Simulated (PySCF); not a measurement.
Method: B3LYP-D3(BJ)/def2-TZVP // BP86-D3(BJ)/def2-SVP (PySCF). All species are isolated molecules in the gas phase. One relaxed conformer stands for a flexible species; it need not be the lowest. B3LYP has the VWN-RPA correlation part, as in Gaussian. 

Reference species: [Hf(OH)4] (neutral, multiplicity 1).

```yaml
HOMO: -8.12 eV
charge on the central atom (Mulliken): 1.64 e
```

Changed species: [Hf(Cl)2(OH)2] (2 of 4 Cl replaced by OH; the reference has 4 of 4 Cl replaced by OH).

What does the change do to the HOMO and charge on the central atom (Mulliken)?

the HOMO falls by 0.52 eV, to -8.64 eV; the charge on the central atom (Mulliken) decreases by 0.18 e, to 1.46 e.
